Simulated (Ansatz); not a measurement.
`[Cl][SnH][GeH3]`• → Cl• + Ge• + 4 H• + Sn•  (atomization)

Calculated with Ansatz (gas phase, PBE0-D4/def2-TZVP geometries, no zero-point term in ΔE). CCSD(T)/CBS is the MP2 limit (def2-TZVPP, def2-QZVPP) plus CCSD(T) − MP2 in def2-TZVPP, frozen cores. This one scheme is used for every species, atoms too. DFT in def2-TZVPP. No spin–orbit coupling; open shells (•) take unrestricted orbitals. Spin–orbit coupling would lower the free atoms: a little for Cl; clearly for Ge; strongly for Sn. def2 core potentials past Kr. For Ge, Sn outer-core shells are correlated without core-valence functions, so the limit isn't a true one: a few kJ/mol of doubt a bond, and 10 to 20 or more in all where bonds break to atoms. Scalar relativity is left out up to krypton.

CCSD(T)/CBS gives +1667.3 kJ/mol.

Problem. Another level gave +1598.2 kJ/mol. Which?
A. r2SCANh-D4/def2-TZVPP
B. SCS-MP2/def2-TZVPP
C. B2PLYP/def2-TZVPP
D. r2SCANh/def2-TZVPP

Solution. B. SCS-MP2/def2-TZVPP 1598.2, r2SCANh-D4 1659.5, r2SCANh 1655.5, B2PLYP 1613.6 kJ/mol.

Largest T1 diagnostic among the species: 0.014.

The D4 term adds +26.9 kJ/mol with B3LYP and +14.1 kJ/mol with PBE0; it sums over pairs of atoms, weighted by their polarisabilities, and B3LYP, whose exchange is more repulsive, gets the larger term. From BLYP to BHLYP (50 % exact exchange), in def2-TZVPP and without D4, ΔE moves by +6.5 kJ/mol. Leaving LDA and LC-ωPBE aside and taking each functional with its dispersion term where it has one, the values, not all of them listed here, spread over 95.3 kJ/mol, from revPBE-D4 to B97M-V. LDA lies +253.3 kJ/mol from PBE without D4, its usual overbinding.

B3LYP here is the variant with VWN-RPA as its local correlation; programs differ in this.

For atomizations the MP2-based limit and the directly extrapolated one differ by several kJ/mol either way, and by 10 to 25 for some Ge, Se and Sn compounds, so smaller differences from it don't rank the levels.
